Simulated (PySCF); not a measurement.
SMILES [OH2+]O (charge +1) at its CAM-B3LYP/def2-SVP optimised geometry (Å):

```
5

O     -0.7654    -0.2430     0.0000
O      0.6603    -0.2430     0.0000
H     -0.9552     0.7240     0.0000
H      0.9552    -0.7235    -0.8156
H      0.9550    -0.7240     0.8153
```

Calculation: CAM-B3LYP/def2-TZVP (PySCF).

Map of the Laplacian of the electron density (e/bohr⁵), clipped to [-1.50, 1.50] on the plane z = 0.8 Å:

```
|#############################|
|#############################|
|#############################|
|#############################|
|#############################|
|#############################|
|#############################|
|#############################|
|#############################|
|#############################|
|##########%##################|
|########%%%%%################|
|########%%%%%%%%%%%%#########|
|#######%%%%%%%%%%@%%%########|
|#######%%@@@@%%@@@@@%%#######|
|#######%%@@@@%%@@@@@%%#######|
|#######%%@@@@%%@@%*#%%%######|
|#######%%%@@%%%%@#  %%%######|
|########%%%%%%%%%%.:%%#######|
|##########%%%%%%%%%%%%#######|
|################%%%%%########|
|#############################|
|#############################|
|#############################|
|#############################|
|#############################|
|#############################|
|#############################|
|#############################|
```
Scale: ten equal steps from -1.50 (start of ' ') to 0.454 (end of '@'), in the order ' .:-=+*#%@'; x runs from -3.00 to 3.00, y from -3.00 (bottom) to 3.00 (top).
